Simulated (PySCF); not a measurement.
**Working out the ionisation energy of Se⁺**

Se⁺ [Ar] 3d10 4s2 4p3 (4S) → Se²⁺ [Ar] 3d10 4s2 4p2 (3P). Calculation: PySCF 2.14, in x2c-TZVPPall with one added diffuse shell each of s, p, d type (7s6p5d1f, 57 functions); the spin-free X2C one-electron Hamiltonian (Gaussian nucleus). Frozen: [Ar] 3d10. Energies in hartree (1 hartree = 27.21139 eV):

| part | Se⁺ (lower) | Se²⁺ (upper) |
| --- | --- | --- |
| UHF | -2427.753139 | -2426.987287 |
| CCSD correlation | -0.089798 | -0.072602 |
| (T) | -0.002549 | -0.001498 |

Task: What does Hartree-Fock give?

Result: (-2426.987287) − (-2427.753139) = 0.765852 hartree = 20.840 eV.

Task: What do CCSD and CCSD(T) give?

Result: The CCSD correlation energies differ by 0.017196 hartree = 0.468 eV and the triples by 0.001051 hartree = 0.029 eV, so CCSD gives 21.308 eV and CCSD(T) 21.337 eV.

A first-order spin-orbit estimate adds -0.296 eV to CCSD(T) (valence), giving 21.041 eV against 21.196 ± 0.01 eV (measured; NIST Atomic Spectra Database, ionization energies).

What remains against the reference includes basis incompleteness, the frozen core and higher excitations.
